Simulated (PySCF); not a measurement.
B3LYP has the VWN-RPA correlation part, as in Gaussian. 

```xyz
10

C     -2.1085     0.0866     0.1150
C     -0.8264    -0.2057     0.2746
O      0.1613     0.4243    -0.4214
Si     1.7860     0.1238    -0.2862
H     -2.8547    -0.4408     0.6900
H     -2.4295     0.8474    -0.5833
H     -0.4974    -0.9698     0.9753
H      2.0821    -1.2862    -0.6345
H      2.4422     1.0456    -1.2303
H      2.2449     0.3750     1.1006
```

Charge 0, multiplicity 1.

Problem. Give the Mulliken and meta-Löwdin atomic charges from PySCF with B3LYP-D3(BJ)/def2-TZVP.

Solution. 
```tsv
atom	Mulliken (e)	meta-Löwdin (e)
C1	-0.30	-0.32
C2	0.07	0.10
O3	-0.31	-0.57
Si4	0.38	0.77
H5	0.12	0.13
H6	0.12	0.13
H7	0.09	0.10
H8	-0.06	-0.12
H9	-0.05	-0.10
H10	-0.06	-0.12
```
